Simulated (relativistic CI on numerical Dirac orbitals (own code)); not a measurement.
One change at a time: V IX

Base calculation: Dirac-Coulomb-Breit CI, orbitals from a KLI potential per configuration, QED by a radiative potential, unscaled Slater integrals.

Configuration list (outside the closed core [Ne]): 3s²3p³, 3s3p⁴, 3s²3p²3d, 3p⁵, 3s3p³3d, 3p⁴3d, 3s3p²3d², 3s²3p²4s, 3s²3p²4p, 3s²3p3d4p, 3p⁴4s, 3s²3p²4d, 3p⁴4p, 3s3p³4s, 3s3p²3d4s, 3s²3p²4f, 3s3p³4p, 3s²3p²5s, 3s²3p²5p, 3s3p³4d, 3s²3p4s4p, 3s²3p²5d, 3p³3d4p, 3s²3p²5f, 3s3p³4f, 3s²3p²5g, 3s²3p²6s, 3s3p²4s², 3s²3p²6p, 3s²3p3d², 3s²3d³, 3s3p3d³, 3s²3d²4s, 3s²3d²4p, 3s²3d²4d, 3p³3d², 3p²3d³, 3p²3d²4s, 3p²3d²4p, 3p²3d²4d, 3s²3p3d4s, 3s3p3d²4s, 3s²3d4s², 3s²3d4s4p, 3s²3d4s4d, 3s3p²3d4p, 3s3p3d²4p, 3s3p3d4s4p, 3s3p3d4p², 3s3p3d4p4d, 3s²3p4s², 3s3p3d4s², 3s²4s²4p, 3s²4s²4d, 3p³3d4s, 3p²3d4s², 3p²3d4s4p, 3p²3d4s4d, 3s²3p4p², 3s²3d4p², 3s²4s4p², 3s²4p³, 3s²4p²4d. Double excitations out of closed p, d and f shells are left out; levels of such configurations are missing from the list, as are those of other unlisted configurations, and high levels can miss mixing partners. These lack a partner that the ground configuration has and come out too high: 3s²3p²4f, 3s²3p²5s, 3s²3p²5p, 3s3p³4d, 3s²3p²5d.

Variants: (1) QED terms removed; (2) non-relativistic limit. Shifts of the energy above 3s²3p³ ⁴S°3/2, in cm⁻¹, for the lowest level and the first level of each name with at least 55 % of one term (blank where a level changes its place among those of its configuration and J or its character, or is not in the variant):

| Level | Base | Δ(1) | Δ(2) |
| --- | --- | --- | --- |
| 3s²3p³ ⁴S°3/2 | 0 | 0 | 0 |
| 3s²3p³ ²D°3/2 | 37540 | +5 | +978 |
| 3s²3p³ ²D°5/2 | 39082 | -3 | -563 |
| 3s²3p³ ²P°1/2 | 62753 | +4 | -814 |
| 3s²3p³ ²P°3/2 | 64817 | -6 | -2878 |
| 3s3p⁴ ⁴P5/2 | 213571 | +299 | -5697 |
| 3s3p⁴ ⁴P3/2 | 218253 | +286 | -10378 |
| 3s3p⁴ ⁴P1/2 | 220612 | +281 | -12737 |
| 3s3p⁴ ²D3/2 | 267593 | +257 | -7949 |
| 3s3p⁴ ²D5/2 | 268252 | +254 | -8608 |
| 3s3p⁴ ²S1/2 | 325181 | +243 | -10211 |
| 3s²3p²3d ⁴F3/2 | 341361 | +14 | +380 |
| 3s²3p²3d ⁴F5/2 | 343121 | +9 | -1380 |
| 3s²3p²3d ⁴F7/2 | 345702 | +2 | -3961 |

At this charge configurations can still be misplaced by up to about 7 % of their energy.

Ionisation energy from the two ground configurations alone: base 202.91 eV. The NIST ASD value (semi-empirical) is 206 eV.

LS names give the leading component of a level, which can be under half, so a name can repeat, a term be missing and a line seem to break the LS rules.
